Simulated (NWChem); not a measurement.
Everything below was run with NWChem. System: C₂H₂Cl, charge 1, spin multiplicity 1, at the geometry of a parent with another charge or spin, in a state set for the comparison that need not be this species' ground state. Level: PBE/def2-TZVP.

Part of the output:

```
             Northwest Computational Chemistry Package (NWChem) 7.3.0
             --------------------------------------------------------

                                NWChem Input Module
                                -------------------

 Scaling coordinates for geometry "geometry" by  1.889725989
 (inverse scale =  0.529177249)

 Turning off AUTOSYM since
 SYMMETRY directive was detected!

                             Geometry "geometry" -> ""
                             -------------------------

 Output coordinates in angstroms (scale by  1.889725989 to convert to a.u.)

  No.       Tag          Charge          X              Y              Z
 ---- ---------------- ---------- -------------- -------------- --------------
    1 C                    6.0000     1.69204300    -0.33524400     0.00000000
    2 C                    6.0000     0.43602000    -0.70152200     0.00000000
    3 Cl                  17.0000    -0.89345100     0.43591300     0.00000000
    4 H                    1.0000     2.31712800     0.55431200     0.00000000
    5 H                    1.0000     0.10316600    -1.74423100     0.00000000

 Effective nuclear repulsion energy (a.u.)      80.8548697747

            Nuclear Dipole moment (a.u.)
            ----------------------------
        X                 Y               Z
 ---------------- ---------------- ----------------
     0.0000094486     0.0000113384     0.0000000000

      Symmetry information
      --------------------

 Group name             Cs
 Group number              2
 Group order               2
 No. of unique centers     5

      Symmetry unique atoms

     1    2    3    4    5


 Summary of "ao basis" -> "" (spherical)
 ------------------------------------------------------------------------------
       Tag                 Description            Shells   Functions and Types
 ---------------- ------------------------------  ------  ---------------------
 *                         def2-tzvp                  on all atoms

  pbe96 is a nonlocal functional; adding pw91lda local functional.

                                 NWChem DFT Module
                                 -----------------

 Summary of "ao basis" -> "ao basis" (spherical)
 ------------------------------------------------------------------------------
       Tag                 Description            Shells   Functions and Types
 ---------------- ------------------------------  ------  ---------------------
 C                         def2-tzvp                11       31   5s3p2d1f
 Cl                        def2-tzvp                13       37   5s5p2d1f
 H                         def2-tzvp                 4        6   3s1p

 Summary of "ao basis" -> "ao basis" (spherical)
 ------------------------------------------------------------------------------
       Tag                 Description            Shells   Functions and Types
 ---------------- ------------------------------  ------  ---------------------
 C                         def2-tzvp                11       31   5s3p2d1f
 Cl                        def2-tzvp                13       37   5s5p2d1f
 H                         def2-tzvp                 4        6   3s1p

      Symmetry analysis of basis
      --------------------------

        a'         77
        a"         34

            General Information
            -------------------
          SCF calculation type: DFT
          Wavefunction type:  closed shell.
          No. of atoms     :     5
          No. of electrons :    30
           Alpha electrons :    15
            Beta electrons :    15
          Charge           :     1
          Spin multiplicity:     1
          Use of symmetry is: on ; symmetry adaption is: on
          Maximum number of iterations: 100
          AO basis - number of functions:   111
                     number of shells:    43
          Convergence on energy requested:  1.00D-06
          Convergence on density requested:  1.00D-05
          Convergence on gradient requested:  5.00D-04

              XC Information
              --------------
          PerdewBurkeErnzerhof Exchange Functional  1.000
            Perdew 1991 LDA Correlation Functional  1.000 local
[...]
------------------------------------------------------------
EAF file 0: "./mol.aoints.0" size=524288 bytes
------------------------------------------------------------
               write      read    awrite     aread      wait
               -----      ----    ------     -----      ----
     calls:        1         0         0         0         0
   data(b): 5.24e+05  0.00e+00  0.00e+00  0.00e+00
   time(s): 0.00e+00  0.00e+00  0.00e+00  0.00e+00  0.00e+00
rate(mb/s): 0.00e+00  0.00e+00
------------------------------------------------------------

   convergence    iter        energy       DeltaE   RMS-Dens  Diis-err    time
 ---------------- ----- ----------------- --------- --------- ---------  ------
 d= 0,ls=0.0,diis     1   -536.6499926427 -6.18D+02  2.83D-02  4.49D+00     1.5
 d= 0,ls=0.0,diis     2   -533.0047747344  3.65D+00  2.39D-02  2.04D+01     1.7
 d= 0,ls=0.0,diis     3   -536.5216502236 -3.52D+00  8.80D-03  1.98D+00     1.9
 d= 0,ls=0.0,diis     4   -536.8653527257 -3.44D-01  3.92D-03  1.80D-01     2.2
 d= 0,ls=0.0,diis     5   -536.8587384967  6.61D-03  2.83D-03  2.05D-01     2.4
  Resetting Diis
 d= 0,ls=0.0,diis     6   -536.8879141441 -2.92D-02  7.74D-04  1.15D-02     2.6
 d= 0,ls=0.0,diis     7   -536.8890305279 -1.12D-03  1.97D-03  2.88D-03     2.8
 d= 0,ls=0.0,diis     8   -536.8813095549  7.72D-03  1.75D-03  4.65D-02     3.0
 d= 0,ls=0.0,diis     9   -536.8891405191 -7.83D-03  2.65D-04  2.25D-03     3.3
 d= 0,ls=0.0,diis    10   -536.8894963031 -3.56D-04  5.09D-05  4.00D-05     3.5
 d= 0,ls=0.0,diis    11   -536.8895007289 -4.43D-06  1.89D-05  9.65D-06     3.7
 d= 0,ls=0.0,diis    12   -536.8895019883 -1.26D-06  4.62D-06  2.92D-07     3.9
 d= 0,ls=0.0,diis    13   -536.8895020407 -5.24D-08  8.23D-07  9.62D-09     4.1

         Total DFT energy =     -536.889502040676
      One electron energy =     -890.479248954236
           Coulomb energy =      311.843487867779
    Exchange-Corr. energy =      -39.108610728870
 Nuclear repulsion energy =       80.854869774650

 Numeric. integr. density =       30.000000849710

     Total iterative time =      3.7s

                  Occupations of the irreducible representations
                  ----------------------------------------------

                     irrep           alpha         beta
                     --------     --------     --------
                     a'               12.0         12.0
                     a"                3.0          3.0

                       DFT Final Molecular Orbital Analysis
                       ------------------------------------

 Vector   13  Occ=2.000000D+00  E=-5.953127D-01  Symmetry=a"
              MO Center=  2.3D-01, -1.8D-01, -2.9D-15, r^2= 2.0D+00
   Bfn.  Coefficient  Atom+Function         Bfn.  Coefficient  Atom+Function
  ----- ------------  ---------------      ----- ------------  ---------------
    79      0.345108  3 Cl pz                39      0.268304  2 C  pz
    42      0.240065  2 C  pz                 8      0.218020  1 C  pz
    11      0.183871  1 C  pz                76      0.155934  3 Cl pz
    82      0.152599  3 Cl pz                70     -0.131210  3 Cl pz
    45      0.081819  2 C  pz                73     -0.058831  3 Cl pz

 Vector   14  Occ=2.000000D+00  E=-5.311499D-01  Symmetry=a'
              MO Center= -6.8D-01,  2.6D-01, -1.4D-16, r^2= 1.7D+00
   Bfn.  Coefficient  Atom+Function         Bfn.  Coefficient  Atom+Function
  ----- ------------  ---------------      ----- ------------  ---------------
    78      0.461344  3 Cl py                77      0.297474  3 Cl px
    81      0.244649  3 Cl py                75      0.217429  3 Cl py
    69     -0.176371  3 Cl py                80      0.162811  3 Cl px
    74      0.136333  3 Cl px               107      0.112958  5 H  s
    68     -0.111942  3 Cl px                38     -0.089914  2 C  py

 Vector   15  Occ=2.000000D+00  E=-5.100131D-01  Symmetry=a"
              MO Center=  1.4D-01,  5.4D-02,  1.6D-15, r^2= 2.7D+00
   Bfn.  Coefficient  Atom+Function         Bfn.  Coefficient  Atom+Function
  ----- ------------  ---------------      ----- ------------  ---------------
    79      0.445052  3 Cl pz                 8     -0.286899  1 C  pz
    82      0.251255  3 Cl pz                11     -0.249551  1 C  pz
    76      0.209883  3 Cl pz                70     -0.169071  3 Cl pz
    39     -0.147265  2 C  pz                42     -0.126433  2 C  pz
    14     -0.110586  1 C  pz                73     -0.076491  3 Cl pz

 Vector   16  Occ=0.000000D+00  E=-4.932055D-01  Symmetry=a'
              MO Center=  1.3D+00, -3.6D-01,  8.3D-16, r^2= 2.4D+00
   Bfn.  Coefficient  Atom+Function         Bfn.  Coefficient  Atom+Function
  ----- ------------  ---------------      ----- ------------  ---------------
     7      0.340361  1 C  py                10      0.309135  1 C  py
    77     -0.271273  3 Cl px                 6     -0.236199  1 C  px
     4     -0.233908  1 C  s                  9     -0.183725  1 C  px
    80     -0.148127  3 Cl px                13      0.139995  1 C  py
    35      0.136387  2 C  s                 12     -0.131532  1 C  px

 Vector   17  Occ=0.000000D+00  E=-3.174427D-01  Symmetry=a"
              MO Center=  8.5D-01, -4.3D-01, -3.5D-15, r^2= 2.2D+00
   Bfn.  Coefficient  Atom+Function         Bfn.  Coefficient  Atom+Function
  ----- ------------  ---------------      ----- ------------  ---------------
    45     -0.399967  2 C  pz                14      0.367933  1 C  pz
    39     -0.366362  2 C  pz                42     -0.356317  2 C  pz
     8      0.332900  1 C  pz                11      0.310827  1 C  pz
    82      0.192210  3 Cl pz                79      0.152944  3 Cl pz
    76      0.084893  3 Cl pz                70     -0.060641  3 Cl pz

 Vector   18  Occ=0.000000D+00  E=-2.472961D-01  Symmetry=a'
              MO Center= -2.1D-01,  2.6D-02, -1.9D-16, r^2= 2.7D+00
   Bfn.  Coefficient  Atom+Function         Bfn.  Coefficient  Atom+Function
  ----- ------------  ---------------      ----- ------------  ---------------
    36      0.906209  2 C  s                 35      0.678343  2 C  s
   102     -0.449863  4 H  s                 12      0.430761  1 C  px
    67     -0.407610  3 Cl s                108     -0.380518  5 H  s
    80     -0.363607  3 Cl px                81      0.338686  3 Cl py
    41      0.270828  2 C  py                77     -0.269383  3 Cl px

 center of mass
 --------------
 x =  -0.10123341 y =   0.04967072 z =   0.00000000

 moments of inertia (a.u.)
 ------------------
          61.539176230023          81.769261214162           0.000000000000
          81.769261214162         249.254335992472           0.000000000000
           0.000000000000           0.000000000000         310.793512222495

     Multipole analysis of the density
     ---------------------------------

     L   x y z        total         alpha         beta         nuclear
     -   - - -        -----         -----         ----         -------
     0   0 0 0      1.000000    -15.000000    -15.000000     31.000000

     1   1 0 0      1.526681      0.763336      0.763336      0.000009
     1   0 1 0     -0.557122     -0.278567     -0.278567      0.000011
     1   0 0 1     -0.000000     -0.000000     -0.000000      0.000000

     2   2 0 0     -5.968769    -69.529013    -69.529013    133.089256
     2   1 1 0     -1.089112     18.659236     18.659236    -38.407583
     2   1 0 1      0.000000      0.000000      0.000000      0.000000
     2   0 2 0    -12.421748    -24.435936    -24.435936     36.450125
     2   0 1 1      0.000000      0.000000      0.000000      0.000000
     2   0 0 2    -17.465968     -8.732984     -8.732984      0.000000

 Task  times  cpu:        4.1s     wall:        4.1s

 Total times  cpu:        4.1s     wall:        4.1s
```

**Question.** Write an NWChem input that would produce this output.

**Answer.** This is not unique; one that fits is 
```
start mol
memory heap 200 mb stack 900 mb global 1100 mb
charge 1
geometry units angstroms nocenter noautoz
  C      1.692043    -0.335244     0.000000
  C      0.436020    -0.701522     0.000000
  Cl    -0.893451     0.435913     0.000000
  H      2.317128     0.554312     0.000000
  H      0.103166    -1.744231     0.000000
  symmetry group Cs
end
basis spherical
  * library def2-tzvp
end
dft
  xc xpbe96 cpbe96
  semidirect memsize 60000000 filesize 0
  iterations 100
end
task dft energy
```
